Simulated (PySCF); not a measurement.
C₇H₁₄Si.
Geometry (PBE0-D3(BJ)/def2-SVP, Å), atoms numbered from 1 in this order:
```xyz
22
C7H14Si angstrom
C      3.3947   -0.1363   -1.0116
C      2.5056   -0.8689   -0.3400
C      1.7018   -0.4046    0.8315
C      0.1905   -0.4667    0.5961
C     -0.6160   -0.0969    1.8486
C     -2.1125   -0.0926    1.5060
Si    -2.1502    0.6148   -0.2583
C     -0.2855    0.4340   -0.5580
H      3.9432   -0.5461   -1.8639
H      3.6094    0.9002   -0.7308
H      2.3216   -1.9026   -0.6636
H      1.9858    0.6291    1.0956
H      1.9444   -1.0333    1.7082
H     -0.0685   -1.5129    0.3389
H     -0.3833   -0.7800    2.6828
H     -0.3048    0.9121    2.1769
H     -2.5042   -1.1237    1.4872
H     -2.7166    0.4656    2.2364
H     -2.6154    2.0362   -0.3245
H     -3.0000   -0.1879   -1.1934
H      0.1921    1.4266   -0.4726
H     -0.0062    0.0370   -1.5448
```

Level: PBE0/pcSseg-1 in PySCF, non-relativistic, on one gas-phase PBE0-D3(BJ)/def2-SVP geometry that isn't relaxed in the solvent. The solvent is an IEF-PCM continuum (Bondi radii, 1.10 Å for H, scaled by 1.2). Specific hydrogen bonds and non-electrostatic terms are outside this model.

```
run  E − E(gas) (kJ/mol)  HOMO (eV)  HOMO–LUMO gap (eV)  dipole (D)
gas                 0.00      -7.36                7.75        0.63
  P                -7.84      -7.35                7.76        0.93
  Q                -3.36      -7.33                7.75        0.75
```

**Question.** The runs were made in benzene and dimethylsulfoxide. Which run belongs to which solvent?

**Answer.** P = dimethylsulfoxide, Q = benzene. The dielectric constants are 2.271 (benzene), 46.83 (dimethylsulfoxide), and the energy falls further as ε rises. In this model the ground state sees the solvent through ε alone.

**Question.** How constant is the ratio of the lowering to (ε − 1)/(2ε + 1)?

**Answer.** 
```
          solvent  (ε − 1)/(2ε + 1)  E − E(gas) (kJ/mol)  ratio (kJ/mol)  polarisation term (kJ/mol)
          benzene             0.229                -3.36           -14.6                       -3.49
dimethylsulfoxide             0.484                -7.84           -16.2                       -8.61
```

The ratio changes by +10.7 % in size from benzene to dimethylsulfoxide. The polarisation term is half the interaction of the solute with the induced surface charges.
